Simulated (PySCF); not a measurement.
Input of a response calculation (the driver script's job line, then coordinates in Å):

```
{"job": {"kind": "uv", "xc": "CAM-B3LYP", "basis": "def2-SVPD", "nstates": 8, "ntriplets": 3}, "charge": 0, "multiplicity": 1}
B     -2.392585     1.332926     0.304368
N     -2.518699    -0.048477     0.221479
Si    -1.752173    -1.174632    -0.898972
B      0.141665    -0.735202    -1.179584
C      1.007531    -0.108019    -0.023683
C      2.494753    -0.204231    -0.164480
C      3.266013     0.661411    -0.794486
H     -2.999942     1.938317     1.107015
H     -1.665694     1.875093    -0.440649
H     -3.170227    -0.482086     0.857393
H     -2.627146    -1.172743    -2.095208
H     -2.007718    -2.477168    -0.240874
H      0.655022    -0.877326    -2.224870
H      0.711385    -0.446494     0.971672
H      0.711344     0.946543    -0.082959
H      2.939354    -1.086055     0.281258
H      2.870487     1.548542    -1.261171
H      4.327873     0.515919    -0.877424
```

The program printed:

```
coarse grid: 14936 points
cycle   1  E = -514.3663737032  dE =  5.999e-01  |g| = 4.384e-01  |ddm| = 6.667e+00
cycle   2  E = -514.3777761409  dE = -1.140e-02  |g| = 4.284e-01  |ddm| = 1.337e+00
cycle   3  E = -514.4184342349  dE = -4.066e-02  |g| = 6.817e-02  |ddm| = 5.075e-01
cycle   4  E = -514.4193876270  dE = -9.534e-04  |g| = 3.041e-02  |ddm| = 1.439e-01
cycle   5  E = -514.4196291657  dE = -2.415e-04  |g| = 3.279e-03  |ddm| = 5.772e-02
cycle   6  E = -514.4196327540  dE = -3.588e-06  |g| = 9.033e-04  |ddm| = 1.025e-02
final grid: 138056 points
cycle   7  E = -514.4990866579  dE = -3.328e-05  |g| = 3.710e-03  |ddm| = 8.483e-02
cycle   8  E = -514.4990870813  dE = -4.234e-07  |g| = 3.691e-03  |ddm| = 1.253e-02
cycle   9  E = -514.4990902473  dE = -3.166e-06  |g| = 4.661e-04  |ddm| = 4.625e-03
cycle  10  E = -514.4990902911  dE = -4.387e-08  |g| = 1.725e-04  |ddm| = 7.938e-04
cycle  11  E = -514.4990902988  dE = -7.713e-09  |g| = 2.297e-05  |ddm| = 3.782e-04
cycle  12  E = -514.4990902990  dE = -1.892e-10  |g| = 6.200e-06  |ddm| = 8.945e-05
converged SCF energy = -514.4990902990

Static polarisability (au): isotropic 98.757, principal 82.906 94.346 119.018

Singlet excitations
state   eV       nm        f      main configurations
  1   4.0631    305.1   0.00407   H->L 0.79, H-1->L 0.10
  2   4.8633    254.9   0.00090   H-1->L 0.51, H-2->L 0.22, H->L 0.13
  3   5.6289    220.3   0.02656   H-2->L 0.53, H-1->L 0.36
  4   6.3026    196.7   0.00088   H-4->L 0.45, H-6->L 0.22, H-3->L 0.19
  5   6.5242    190.0   0.00319   H-3->L 0.68, H-2->L 0.14, H-4->L 0.09
  6   6.9286    178.9   0.00356   H-3->L+1 0.47, H-2->L+1 0.28
  7   6.9805    177.6   0.00890   H->L+2 0.35, H->L+1 0.21, H->L+4 0.10
  8   7.0845    175.0   0.15658   H->L+1 0.31, H->L+2 0.23, H-1->L+1 0.22

Triplet excitations (Tamm-Dancoff, eV): 3.4749 4.2259 4.5874
```

Method: PySCF, TDDFT CAM-B3LYP/def2-SVPD, vertical, gas phase, core orbitals frozen in the response. Geometry: GFN2-xTB, one conformer, isolated molecule. Note that the optimisation stopped short of convergence; the values belong to its last geometry.

(1) How many basis functions and electrons does this run hold?

(2) What is the gap between the lowest singlet and the lowest triplet?

(3) What transition dipole goes with state 8?

(4) How much of the mean polarisability do the listed states account for?

(5) Give the energy of state 5 in hartree, cm⁻¹ and kJ/mol.

(6) Write the structure that the coordinates describe.

## Answers

(1) 232 basis functions for 60 electrons in 30 doubly occupied orbitals.

(2) 4.0631 − 3.4749 = 0.5882 eV (full response against Tamm–Dancoff).

(3) |μ|² = 3f / (2ΔE) = 3 × 0.1566 / (2 × 0.2604) = 0.902 au, so |μ| = 2.41 D.

(4) The sum over states Σ f/ΔE² (ΔE in hartree) gives 3.40 au, 3% of the total; the rest comes from higher roots of the same response equations.

(5) 0.23976 hartree, 52621 cm⁻¹, 629.5 kJ/mol.

(6) `BN[SiH2]BCC=C` (C3H11B2NSi), point group C1.

The SCF starts on a coarse grid; the energy jumps when the final grid takes over, and dE counts afresh there. H and L stand for HOMO and LUMO.
